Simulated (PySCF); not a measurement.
# Relaxation of singlet SbCl3

Level of theory: PBE0/[Sb def2-SVP with ECP28, Cl def2-SVP], scalar-relativistic core potentials, density fitting, no spin–orbit coupling, PySCF. A (50,194) grid was used.

A hand-made trigonal planar start, of D3h symmetry, held to at least that symmetry:

```xyz
4
charge 0 multiplicity 1, angstrom
Sb    0.0000    0.0000    0.0000
Cl    2.3900    0.0000    0.0000
Cl   -1.1950    2.0698    0.0000
Cl   -1.1950   -2.0698    0.0000
```

Optimiser trace:
| step | E − E(last) (kJ/mol) | largest gradient (Eh/bohr) |
| --- | --- | --- |
| 0 | 10.17 | 0.02079 |
| 1 | 0.11 | 0.00198 |
| 2 | 0.00 | 0.00024 |
| 3 | 0.00 | 0.00000 |

It ends at D3h with Sb–Cl 2.459 Å (×3); Cl–Sb–Cl 120.0° (×3). A frequency run shows 3 imaginary modes, down to 188i cm⁻¹, so it is a higher-order saddle point. Other isomers or separated fragments may lie lower.

Final geometry:
Z-matrix (Å, degrees; charge 0 multiplicity 1):
```
Sb
Cl 1 2.4587
Cl 1 2.4587 2 120.00
Cl 1 2.4587 2 120.00 3 180.00
```

The relaxation took of the order of 19 core-seconds on a shared host.
